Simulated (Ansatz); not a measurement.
A run for Ansatz (an electronic-structure program): U-wB97X-V/cc-pV(T+d)Z on BCl2H (SMILES ClBCl), a point of a bond scan (R = 2.068 Å). Files ending in .json are basis or fitting sets from the Basis Set Exchange.

Ansatz 0.2 input:
```yaml
crystal:
  periodic: [false, false, false]
  atoms:
    - {symbol: B, position_ang: [-0.49962006, -0.31561335, -0.37757090]}
    - {symbol: H, position_ang: [-1.97284508, -1.24625950, -1.49091068]}
    - {symbol: Cl, position_ang: [-0.35825051, 1.42024989, -0.41873399]}
    - {symbol: Cl, position_ang: [0.58410718, -1.27757472, 0.58941750]}
basis:
  gaussian:
    orbitals: cc-pV_T+d_Z.json
hamiltonian:
  xc: {name: wB97X-V}
magnetization: {spin_polarized: true, initial_magnetization: 0}
```

Program output:

```
WARN ansatz: RAYON_NUM_THREADS=1 ignored (pool sized by the plan → 1); use --threads N
Functional definition: wB97X-V
integrals: 0.06 GiB planned
916 factors; their error is unknown
integrals: 0.10 GiB planned
142 factors; integrals over basis functions are off by at most 4.5e-5 eV
mean field: 0.73 GiB planned
mean field evaluation 1: about -25733.4501 eV, gradient 1.0e1 eV
mean field evaluation 2: about -25733.8211 eV, gradient 9.1e0 eV
mean field evaluation 4: about -25734.2328 eV, gradient 3.2e-1 eV
mean field evaluation 8: about -25734.2421 eV, gradient 7.3e-3 eV
mean field evaluation 16: about -25734.2421 eV, gradient 6.3e-5 eV
mean field -25734.24212210 eV, -945.7159546913 hartree, gradient 1.3e-5 eV, S^2 0.000000; 1 other end points of the search recorded, 0 dependent functions left out
reference -25734.24212054 eV, -945.7159546340 hartree; 20, 20 occupied and 102, 102 virtual orbitals, 916 factors
Total energy: -25734.24212054 eV, -945.7159546340 hartree
```

The calculation finished and met its thresholds.

Cost: around 14 core-seconds (rough).
